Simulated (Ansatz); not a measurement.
Born–Oppenheimer molecular dynamics of F₃GeH (5 atoms, charge 0, multiplicity 1). It goes on from the last frame of an earlier run, with new velocities.

All numbers below come from RHF/def2-SVP in Ansatz.

* ensemble: NVE (Milne-controlled integrator)
* time step: 0.5 fs
* steps asked: 250
* starting velocities drawn for: 2000 K
* seed: 72188

First frame:

```xyz
5
Properties=species:S:1:pos:R:3
Ge 0.093 -0.073 -0.055
F -0.116 0.353 1.561
H 1.373 0.346 -0.557
F -1.230 0.658 -0.864
F -0.145 -1.745 -0.285
```

(1) How far do the bonds stretch over the last three quarters of this one trajectory? (Pairs bonded in most of those frames.)

Answers

(1) 
```
  bond  mean (Å)  spread (Å)  shortest  longest
Ge1–F2     1.707       0.051      1.63     1.78
Ge1–H3     1.545       0.124      1.35     1.71
Ge1–F4     1.711       0.060      1.62     1.79
Ge1–F5     1.704       0.041      1.64     1.76
```

Mean temperature of the second half: 1050 K. The conserved energy stayed within 0.21 meV per atom of its start (net change 0.12 meV per atom), so the integration is sound. Over the second half the temperature averaged 0.53 of the 2000 K drawn at the start: a run that starts near a minimum puts about half its kinetic energy into the potential. A run of 0.12 ps of so small a system gives no equilibrium averages.

The run took 5.6 min on 1 thread of Arm Neoverse V1 (shared host), peak memory 0.15 GiB.
